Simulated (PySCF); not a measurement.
Compound: C₄H₇N₃Si.
SMILES with atom numbers: `[CH2:1]=[CH:2][n:3]1[n:4][cH:5][c:6]([SiH3:7])[n:8]1` (hydrogens: H9, H10 on C1; H11 on C2; H12 on C5; H13, H14, H15 on Si7)

Structure used (PBE0-D3(BJ)/def2-SVP), in Å, numbered top down from 1:
```xyz
15
C4H7N3Si angstrom
C     -2.6314    0.1635   -1.1569
C     -1.4947    0.7900   -1.4515
N     -0.2318    0.3746   -1.0012
N     -0.0410   -0.6873   -0.2396
C      1.2679   -0.7142   -0.0558
C      1.8551    0.3785   -0.7423
Si     3.6365    0.9440   -0.8743
N      0.8583    1.0436   -1.3296
H     -2.6360   -0.7287   -0.5283
H     -3.5742    0.5463   -1.5485
H     -1.4222    1.6856   -2.0697
H      1.7360   -1.4942    0.5420
H      4.5253   -0.2561   -0.8471
H      3.8274    1.6943   -2.1469
H      3.9959    1.8221    0.2798
```

Computed at PBE0/pcSseg-1 (PySCF, non-relativistic), with Q(14N) = 0.02044 b: N3, 14N (I = 1): χzz = -3.118 MHz, η = 0.581; N4, 14N (I = 1): χzz = -5.026 MHz, η = 0.416; N8, 14N (I = 1): χzz = -5.165 MHz, η = 0.361.

(1) Where would the pure quadrupole (NQR) lines of 14N at N3 fall for the rigid, isolated species?

(2) Where would the pure quadrupole (NQR) lines of 14N at N4 fall for the rigid, isolated species?

(3) Where would the pure quadrupole (NQR) lines of 14N at N8 fall for the rigid, isolated species?

Results:

(1) From ν± = (3/4)|χ|(1 ± η/3) and ν0 = |χ|η/2: ν+ 2.791 MHz, ν− 1.885 MHz, ν0 0.906 MHz (pyrrole-type nitrogen).

(2) From ν± = (3/4)|χ|(1 ± η/3) and ν0 = |χ|η/2: ν+ 4.292 MHz, ν− 3.247 MHz, ν0 1.045 MHz (pyridine-type nitrogen).

(3) From ν± = (3/4)|χ|(1 ± η/3) and ν0 = |χ|η/2: ν+ 4.341 MHz, ν− 3.407 MHz, ν0 0.933 MHz (pyridine-type nitrogen).

In a crystal, neighbours and librations shift these lines. A larger basis could move these couplings by a tenth or more.

These values come from a run that also computed NMR shieldings. Time: 49 s (grids of density and orbitals included); peak memory 0.84 GiB. Hardware: Arm Neoverse N1, one thread, shared host.

One conformer stands for the species.
